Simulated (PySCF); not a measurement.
# Electron correlation in Mo (molybdenum, neutral)

[Kr] 4d5 5p1, high-spin 7P determinant (an excited configuration). Calculation: PySCF 2.14, in aug-cc-pwCVDZ-PP with ECP28MDF; scalar relativity through the core potential. Frozen: 4s2 4p6; 6 electrons correlated.

```
  level  correlation energy (mhartree)
   CCSD                         -77.73
    (T)                          -1.79
CCSD(T)                         -79.52
```

Diagnostics: T1 = 0.015, D1 = 0.0472, largest double amplitude 0.053.

Q: Is a single reference adequate?

A: Yes, within this model without spin-orbit coupling: T1 lies below 0.03 and no double amplitude reaches 0.07.
